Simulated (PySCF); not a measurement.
ClRb, SMILES [Cl][Rb] (connectivity only; charge and spin as stated), charge +1, multiplicity 2. Atoms are numbered in the order given.

```xyz
2

Rb     0.0000     0.0000    -1.2238
Cl     0.0000     0.0000     2.6637
```
Charge +1, spin multiplicity 2.

Geometry optimised at B3LYP-D3(BJ)/def2-TZVPD. The spin state was assumed, not searched. The def2 effective core potentials stand for the cores of Rb; spin–orbit coupling is left out.

Method: r2SCAN/def2-TZVPD in PySCF.

Mulliken values depend strongly on the basis, most of all with diffuse functions as here. ESP charges are fitted to the potential on shells at 1.4 to 2.0 van der Waals radii. Atomic charges (e):

```
atom  ESP fit  Mulliken  Mulliken spin
----  -------  --------  -------------
Rb1      0.94      0.99           0.00
Cl2      0.06      0.01           1.00
```
